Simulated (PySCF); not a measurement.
A structure optimised at B3LYP-D3(BJ)/def2-SVP, used in a PySCF frequency run:

```
O
Si 1 1.6557
Al 1 1.6892 2 167.97
H 2 1.4912 1 109.64 3 -120.14
H 2 1.4912 4 109.07 1 120.07
H 2 1.4919 4 108.94 5 118.79
H 3 1.5629 1 120.91 2 -180.00
Cl 3 2.1033 7 120.45 1 -180.00
```
Charge 0, spin multiplicity 1.

Task: Write its SMILES, formula and point group.

Result: [SiH3][O][AlH][Cl], AlClH4OSi, Cs

Task: What are its rotational constants (standard atomic weights)?

Result: 9.5595, 1.3173, 1.1737 GHz
